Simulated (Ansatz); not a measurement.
Basis-set extrapolation for FH4O2Si2 (`O[SiH][SiH](O)F`) radical (PBE0-D4/def2-TZVP geometry, frozen core, Ansatz). Multiplicity 2, UHF reference.

```csv
,def2-TZVPP,def2-QZVPP
HF,-829.625953,-829.656826
MP2 correlation,-0.945708,-1.028136
CCSD(T) correlation,-1.007812,not run
```

Energies in hartree. Use E(X) = E(∞) + A·exp(−7.88·√X) for Hartree–Fock and E(X) = E(∞) + B·X^(−2.97) for correlation, with X = 3 and 4, and add CCSD(T) minus MP2 of the smaller set to the MP2 limit.

**Question.** What is the CCSD(T) energy at the basis-set limit?

**Answer.** HF limit: -829.656826 + (-0.030873) × 0.13774 = -829.66108. MP2 limit: -1.028136 + (-0.082428) × 0.74074 = -1.08919. Higher-order term: -1.007812 − (-0.945708) = -0.06210. Total: -830.81237 hartree, 112.1 kcal/mol below CCSD(T)/def2-TZVPP.
